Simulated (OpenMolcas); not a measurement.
# Ag⁷⁺: terms and fine structure

- Program: OpenMolcas
- Method: MS-CASPT2, IPEA 0.25 Eh, imaginary shift 0.1 Eh (closed shells correlated: 4s 4p)
- Basis: ANO-RCC-VQZP [8s7p5d3f2g1h]
- Scalar Hamiltonian: DKH2, point nucleus
- Active space: 4 electrons in 10 orbitals (4d 5d)
- State averaging: 2S+1 = 5 even, 5 roots; 2S+1 = 3 even, 45 roots; 2S+1 = 1 even, 49 roots
- Spin-orbit coupling: state interaction with AMFI integrals over the reference wave functions, term energies averaged over their components

Spin-free terms above the lowest, with the occupations of the reference (each correlating shell added to its valence partner):

```json
{"Configuration": "4d4", "Term": "5D", "E (cm-1)": "0.0", "Occupations": "4d 4.00"}
{"Configuration": "4d4", "Term": "3H", "E (cm-1)": "22840", "Occupations": "4d 4.00"}
{"Configuration": "4d4", "Term": "3P(1)", "E (cm-1)": "24470", "Occupations": "4d 4.00"}
{"Configuration": "4d4", "Term": "3F(1)", "E (cm-1)": "25180", "Occupations": "4d 4.00"}
{"Configuration": "4d4", "Term": "3G", "E (cm-1)": "27380", "Occupations": "4d 4.00"}
{"Configuration": "4d4", "Term": "3D", "E (cm-1)": "33620", "Occupations": "4d 4.00"}
{"Configuration": "4d4", "Term": "1I", "E (cm-1)": "34310", "Occupations": "4d 4.00"}
{"Configuration": "4d4", "Term": "1G(1)", "E (cm-1)": "35080", "Occupations": "4d 4.00"}
{"Configuration": "4d4", "Term": "1S", "E (cm-1)": "38800", "Occupations": "4d 4.00"}
{"Configuration": "4d4", "Term": "1D(1)", "E (cm-1)": "43240", "Occupations": "4d 4.00"}
{"Configuration": "4d4", "Term": "1F", "E (cm-1)": "48420", "Occupations": "4d 4.00"}
{"Configuration": "4d4", "Term": "3P(2)", "E (cm-1)": "57330", "Occupations": "4d 4.00"}
{"Configuration": "4d4", "Term": "3F(2)", "E (cm-1)": "57760", "Occupations": "4d 4.00"}
{"Configuration": "4d4", "Term": "1G(2)", "E (cm-1)": "66000", "Occupations": "4d 4.00"}
{"Configuration": "4d4", "Term": "1D(2)", "E (cm-1)": "87000", "Occupations": "4d 4.00"}
```

With spin-orbit coupling, above the lowest level:

```
Configuration   Term  J  E (cm-1)  Measured (cm-1)      g  Term weight %    Second
          4d4     5D  0       0.0              0.0                    93   7 3P(1)
          4d4     5D  1      1198             1340  1.500             96   4 3P(1)
          4d4     5D  2      2950             3212  1.497             98          
          4d4     5D  3      4940             5292  1.494             98          
          4d4     5D  4      7040             7443  1.490             96   4 3F(1)
          4d4  3P(1)  0     21810            21309                    84      9 1S
          4d4     3H  4     24100            23302  0.890             70     14 3G
          4d4  3P(1)  1     26760            26526  1.467             93      3 3D
          4d4     3H  5     26860            26250  1.057             86     14 3G
          4d4     3G  3     27740                   0.918             51  47 3F(1)
          4d4  3F(1)  2     28650            28051  0.694             93   5 1D(1)
          4d4     3H  6     28760            28185  1.155             93      7 1I
          4d4  3F(1)  4     30020                   1.114             55     23 3H
          4d4  3P(1)  2     32480            32134  1.441             82     16 3D
          4d4  3F(1)  3     33430                   0.929             52     47 3G
          4d4     3G  4     33540            32698  1.082             61  19 3F(1)
          4d4     3G  5     35670            35077  1.177             86     14 3H
          4d4     3D  3     38110            36879  1.316             94      3 1F
          4d4     3D  2     39250            38402  1.183             71  14 3P(1)
          4d4     3D  1     40130            39191  0.537             96   3 3P(1)
          4d4     1I  6     40690            39744  1.012             93      7 3H
          4d4  1G(1)  4     43860            43104  1.027             74  13 3F(1)
          4d4     1S  0     46110                                     89   9 3P(1)
          4d4  1D(1)  2     49970                   1.029             78      9 3D
          4d4     1F  3     53800            52004  1.016             87   7 3F(2)
          4d4  3P(2)  2     61160                   1.465             93   4 1D(1)
          4d4  3F(2)  4     63260                   1.236             93   5 1G(2)
          4d4  3F(2)  2     63950            61644  0.693             94   3 1D(1)
          4d4  3F(2)  3     64780            62552  1.078             91      9 1F
          4d4  3P(2)  1     65480            63371  1.497             99          
          4d4  3P(2)  0     68280                                     98          
          4d4  1G(2)  4     72280            69584  1.013             94   5 3F(2)
          4d4  1D(2)  2     92860                   1.000             99
```

Against the 23 measured excited levels shown (Atoms 5, 11 (2017), spectra Ag VII to Ag IX) the mean absolute deviation is 960 cm-1; the largest miss in energy is 4d4 1G4(2): computed 72280, measured 69584 cm-1 (+3.9 %), and the largest in proportion 4d4 5D1 (-10.6 %).

Spin-orbit coupling puts the lowest level 5506 cm-1 below the lowest spin-free term.

A least-squares Racah fit to the terms below 60000 cm-1, each weighted by 2L + 1 and with a free common offset, gives B = 1026 cm-1 and C = 4531 cm-1 (C/B = 4.41), with an rms deviation of 635 cm-1.

For 5D the intervals divided by the larger J are 1197.5, 876.3, 662.8, 526.3 cm-1. Landé's interval rule makes them equal in pure LS coupling; they differ by 82 % of their mean. The multiplet is regular.

Term energies are means over components that CASPT2 splits; among the terms shown or strongly mixed into the levels shown the widest spread is 940 cm-1 (4d4 1I). Active for correlation alone: 5d; no level in the range computed is led by a configuration that fills it, so any true level of that kind is missing. The CASPT2 spread within a term exceeds the gap to the next term for 4d4 3D and 4d4 1I, 4d4 1I and 4d4 1G(1), so the order of their levels is uncertain. Measured partners are found by configuration, term and J. A level has none where our copy of the source lacks it or the pairing is in doubt (some pairs that miss far off the trend of their configuration count as doubtful), and it then counts in no deviation. Only configurations of the active space appear. The first state left out of the spin-orbit step lies near 130000 cm-1 above the lowest spin-free state of the reference (among the parities and spins computed), and the list stops at four fifths of that energy or lower.

The term weight is that of the spin-free term in the level, not the purity of its configuration. A number in round brackets counts repeated terms of one configuration in the order of the reference energies.
